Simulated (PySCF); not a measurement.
CH7Si2, SMILES [SiH2]C[SiH3], multiplicity 2. Geometry optimised at PBE-D3(BJ)/def2-SVP. The isomer is the one that the SMILES or the coordinates give; other isomers of the formula were not compared.

These are PySCF with PBE-D3(BJ)/def2-SVP values and carry that method's errors.

Harmonic wavenumbers (cm⁻¹): 91, 137, 161, 446, 534, 548, 560, 730, 741, 776, 878, 905, 912, 916, 966, 1023, 1318, 2118, 2147, 2158, 2166, 2170, 2969, 3043. Rotational constants (GHz): 19.90, 2.915, 2.705; symmetry number 1.

**Question.** Work out the zero-point energy and the ideal-gas rigid-rotor harmonic-oscillator thermochemistry at 298.15 K and 1 atm.

**Answer.** ZPE = ½ Σ hcν = ½ × 28413 cm⁻¹ = 40.62 kcal/mol. H − E(el) = 45.17 kcal/mol. Entropy in cal/(mol K): translation 38.87, rotation 25.13, vibration 13.03, spin 1.38, total 78.40. G − E(el) = 21.79 kcal/mol. Cp = 23.66 cal/(mol K). Modes under 150 cm⁻¹ make the vibrational entropy uncertain.
